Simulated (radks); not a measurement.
Values are calculated unless marked as measured or tabulated.
F2+, 7 electrons, occupied as [He] 2s2 2p3.

Code: a radial shooting solver on a logarithmic mesh with Libxc functionals. Model: non-relativistic Kohn-Sham, r2SCAN, spin-polarised, spherical densities, point nucleus; open shells are filled with parallel spins first; meta-GGA in the generalised Kohn-Sham scheme.

Energy parts (eV):
total: -2661.236
kinetic: 2656.602
electron-nucleus: -6090.400
Hartree: 1028.048
exchange-correlation: -255.486

Orbitals (lengths in bohr, moments of r in powers of bohr; <r^-3> diverges for s and p1/2):
| orbital | occ. | eigenvalue (eV) | <r^-3> | <r^2> |
|---|---|---|---|---|
| 1s up | 1 | -716.3891 | - | 0.04217 |
| 1s down | 1 | -712.6457 | - | 0.04154 |
| 2s up | 1 | -72.7947 | - | 0.9755 |
| 2s down | 1 | -63.3558 | - | 1.065 |
| 2p up | 3 | -52.8149 | 10.70 | 0.9590 |
| 2p down | 0 | -42.8530 | 9.488 | 1.116 |

The highest occupied level is 2p up at -52.815 eV. The electron density at the nucleus is 453.4 e/bohr^3.
